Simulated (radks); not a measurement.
Results of a calculation; reference values are marked as such.
Q: Ionisation of the strontium ion Sr+, [Kr] 5s1, to Sr2+, [Kr], under several functionals. Scalar-relativistic Kohn-Sham, spin-polarised, spherical densities, point nucleus; open shells are filled with parallel spins first (spin-orbit coupling, left out, can overturn this in heavy ions); a radial shooting solver on a logarithmic mesh with Libxc functionals. The NIST Atomic Spectra Database gives 11.030 eV (measured). Rank these functionals by the error of their Delta-SCF ionisation energy: Wu-Cohen GGA; PW91; exchange-only LDA; SOGGA; LDA (Slater exchange, VWN5 correlation).

A: From best to worst: SOGGA 11.047 eV (+0.016); Wu-Cohen GGA 11.121 eV (+0.091); PW91 11.237 eV (+0.206); exchange-only LDA 10.713 eV (-0.317); LDA (Slater exchange, VWN5 correlation) 11.365 eV (+0.335).
